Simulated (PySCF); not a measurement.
Polarisability and C₆ of Li (lithium, neutral)

[He] 2s1, 2S determinant. All numbers are calculated (PySCF 2.14, scalar relativity by spin-free X2C-1e, in ANO-RCC-VTZP). Coupled (time-dependent) response in atomic units; α is the mean over directions. The basis has no added diffuse functions, which lowers α and C₆.

| method | mean α (bohr³) | C₆ (like pair) | S(−4) |
| --- | --- | --- | --- |
| UHF | 169.4 | 1466 | 36960 |
| PBE | 142.0 | 1121 | 26180 |
| PBE0 | 147.4 | 1189 | 28050 |
| M06-L | 281.5 | 3469 | 83790 |

S(−4) is the Cauchy moment in α(ω) = α(0) + S(−4) ω² + …

Reference α: 164.1 bohr³ (recommended; Schwerdtfeger and Nagle, table of static dipole polarizabilities (2023 update)). Published C₆: 1392 (Chu and Dalgarno (2004); Tang, Norbeck and Certain (1976)).

α(iu) at PBE0:

```
u (hartree)  α(iu) (bohr³)
          0          147.4
     0.0500          100.0
      0.100          51.26
      0.200          17.69
      0.300          8.580
      0.500          3.331
      0.750          1.586
       1.00         0.9572
       1.50         0.4927
       2.00         0.3191
       3.00         0.1800
       5.00        0.08900
```

A single London oscillator, α(iu) = α/(1 + u²/ω²), gives C₆ = (3/4) ω α². Matching the computed C₆ needs ω = 4 × 1189 / (3 × 147.4²) = 0.0730 hartree.
